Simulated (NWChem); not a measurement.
System: GeBrCl, singlet; SMILES [Cl][Ge][Br]

NWChem input:

```
start job
memory heap 200 mb stack 900 mb global 1100 mb
geometry units angstroms noautoz
  Ge     0.784273    -0.618150     0.000000
  Cl    -0.993817    -1.949498     0.000000
  Br    -0.224072     1.536527     0.000000
end
basis spherical
  Ge library def2-svpd
  Cl library def2-svpd
  Br library def2-svpd
end
dft
  xc xpbe96 cpbe96
  iterations 150
end
tddft
  nroots 8
  notriplet
end
task tddft energy
```

Low-valent species are run as closed-shell singlets; no triplet was tried in these runs. Geometry: optimised at B3LYP/6-31G* (spherical d).

Vertical excitations in the gas phase.

Question: Give the results of this calculation. (PBE/def2-SVPD, full TDDFT.) Quantities: lowest excitation, singlet (eV); oscillator strength of that lowest state; lowest state with f > 0.02, singlet (eV); oscillator strength of that bright state; orbital gap (eV).

Answer: 
```json
{
  "lowest excitation, singlet (eV)": "3.24",
  "oscillator_strength_of_that_lowest_state": "0.002",
  "lowest state with f > 0.02, singlet (eV)": "4.10",
  "oscillator_strength_of_that_bright_state": "0.036",
  "orbital gap (eV)": "2.97"
}
```
